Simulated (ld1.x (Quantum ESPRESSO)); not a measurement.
# Cutoff test, neodymium, RRKJ

Nd (Z = 60), norm-conserving RRKJ (Kleinman–Bylander form), made with ld1.x (Quantum ESPRESSO) 7.5 (PBEsol, scalar-relativistic). Core [Kr] 4d10, reference 4f4 5s2 5p6 5d0 6s2 6p0. Waves: 5s (bound): rc 1.80 bohr; 5d (bound, empty): rc 2.80 bohr; 4f (bound): rc 1.50 bohr; 5p (bound): rc 1.70 bohr. Local part: the p channel. Core correction: none. rho0 = 0.01.

Occupied shells without a wave of their own: 6s. They enter only through the test configuration that unscreens the potential.

The pseudo-atom Hamiltonian at the reference potential is diagonalised in spherical Bessel functions j_l(qr) that vanish at 20 bohr, with q² up to the cutoff. All-electron valence levels (Ry): 5s -2.9759, 6s -0.2587, 5d -0.1420, 4f -0.1313, 5p -1.6241, 6p -0.0894.

Problem. How do the lowest levels (Ry) of each channel move with the cutoff, and are there ghosts?

Solution.

```
cutoff (Ry)     s #1     s #2     d #1    d #2     f #1    f #2     p #1     p #2    p #3  Σ f·Δε (mRy)
          8  -2.6203  -0.2379  -0.1268  0.0481   0.0912  0.1991  -1.5470  -0.0844  0.0488        2121.5
         15  -2.8740  -0.2561  -0.1419  0.0465   0.0912  0.1989  -1.5696  -0.0862  0.0481        1442.1
         25  -2.9604  -0.2654  -0.1420  0.0465   0.0912  0.1988  -1.6157  -0.0892  0.0471         973.9
         40  -2.9691  -0.2660  -0.1420  0.0465   0.0912  0.1986  -1.6219  -0.0897  0.0469         917.8
         60  -2.9757  -0.2666  -0.1420  0.0465   0.0910  0.1959  -1.6238  -0.0898  0.0469         891.7
         90  -2.9759  -0.2667  -0.1420  0.0465  -0.1238  0.0916  -1.6240  -0.0898  0.0469          30.3
        120  -2.9759  -0.2667  -0.1420  0.0465  -0.1304  0.0915  -1.6241  -0.0898  0.0469           3.7
        180  -2.9759  -0.2667  -0.1420  0.0465  -0.1313  0.0915  -1.6241  -0.0898  0.0469           0.3
        400  -2.9759  -0.2667  -0.1420  0.0465  -0.1313  0.0915  -1.6241  -0.0898  0.0469           0.0
```

Result: no extra level below or beside the all-electron valence levels (s, d, f, p tested); 10 mRy is reached at 100 Ry and 1 mRy at 140 Ry.

Its largest configuration-test error is -553 meV.
